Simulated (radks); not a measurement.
Species: Tm XIII. Configuration: [Xe] 5d1 6s2 (not the ground configuration). Method: Dirac Kohn-Sham, PBE, spin-unpolarised, spherical densities, finite nucleus; open shells fill j = l - 1/2 first; Fermi nuclear charge, rms radius 5.2256 fm; computed with a radial shooting solver on a logarithmic mesh with Libxc functionals.

Spin-orbit splittings of the eigenvalues, e(l+1/2) - e(l-1/2), with zeta = 2 splitting/(2l+1) and mean radii in bohr:

| shell | occ. | splitting (eV) | zeta (eV) | <r> j=l-1/2 | <r> j=l+1/2 |
|---|---|---|---|---|---|
| 2p | 6 | 978.3 | 652.2 | 0.07014 | 0.07754 |
| 3p | 6 | ? | ? | 0.2103 | 0.2240 |
| 3d | 10 | 44.96 | 17.98 | 0.1974 | 0.2016 |
| 4p | 6 | 52.79 | 35.19 | 0.4829 | 0.5088 |
| 4d | 10 | 10.44 | 4.175 | 0.5156 | 0.5236 |
| 5p | 6 | 14.21 | 9.475 | 1.001 | 1.047 |
| 5d | 1 | 2.607 | 1.043 | 1.142 | 1.156 |
| 6p | 0 | 5.041 | 3.361 | 1.824 | 1.889 |

Estimate the 3p splitting.

Answer. 206.8 eV (zeta = 137.9 eV).
